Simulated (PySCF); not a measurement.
C3H2, SMILES [C]([C])[CH2] (connectivity only; charge and spin as stated), neutral, multiplicity 1.

Geometry: PBE0-D3(BJ)/def2-TZVP.

These are CAM-B3LYP/def2-TZVPD run with PySCF values and carry that method's errors.

Symmetry labels are those of the subgroup C2v that the program uses (full group C2v).

Computed valence orbital energies around the gap with their symmetry:
```json
[
 {"orbital": "HOMO−7", "symmetry": "A1", "energy (eV)": "-279.34"},
 {"orbital": "HOMO−6", "symmetry": "A1", "energy (eV)": "-24.67"},
 {"orbital": "HOMO−5", "symmetry": "A1", "energy (eV)": "-21.56"},
 {"orbital": "HOMO−4", "symmetry": "A1", "energy (eV)": "-16.63"},
 {"orbital": "HOMO−3", "symmetry": "B2", "energy (eV)": "-15.47"},
 {"orbital": "HOMO−2", "symmetry": "B1", "energy (eV)": "-11.24"},
 {"orbital": "HOMO−1", "symmetry": "A1", "energy (eV)": "-9.84"},
 {"orbital": "HOMO", "symmetry": "B2", "energy (eV)": "-9.35"},
 {"orbital": "LUMO", "symmetry": "B1", "energy (eV)": "-2.83"},
 {"orbital": "LUMO+1", "symmetry": "A1", "energy (eV)": "0.58"},
 {"orbital": "LUMO+2", "symmetry": "B2", "energy (eV)": "1.52"},
 {"orbital": "LUMO+3", "symmetry": "A1", "energy (eV)": "1.84"}
]
```
